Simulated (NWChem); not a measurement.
System: CH₈BN₃; SMILES NB(NC)N

```xyz
13

C     -0.0024     2.0236    -0.0310
N     -0.6677     0.7386     0.0037
B     -0.0303    -0.5456     0.0179
N      1.4025    -0.6504    -0.0099
N     -0.8485    -1.7321     0.0445
H     -0.6121     2.7710    -0.5554
H      0.2338     2.4337     0.9665
H      0.9382     1.9342    -0.5853
H     -1.6494     0.7852     0.2388
H      1.9883     0.0915     0.3439
H      1.8552    -1.5507     0.0540
H     -1.7867    -1.7054    -0.3302
H     -0.4288    -2.6428    -0.0782
```
Atoms are numbered in this order, from 1.

All runs: NWChem. The geometry was optimised at B3LYP/6-31G* (spherical d). Vzz is the largest principal value of the second derivative of the potential at the nucleus (NWChem prints the opposite sign); η is the asymmetry. Non-relativistic.

### Question
What does the run give for CAM-B3LYP/def2-TZVP? Quantities: Vzz N2 (a.u.); η N2; Vzz B3 (a.u.); η B3; Vzz N4 (a.u.); η N4; Vzz N5 (a.u.); η N5.

### Answer
The vzz N2 (a.u.) is -0.974 and the η N2 is 0.49. The vzz B3 (a.u.) comes out as 0.309 and the η B3 is 0.03. The vzz N4 (a.u.) comes out as -0.856 and the η N4 is 0.43. The vzz N5 (a.u.) comes out as -0.874 and the η N5 comes out as 0.42.
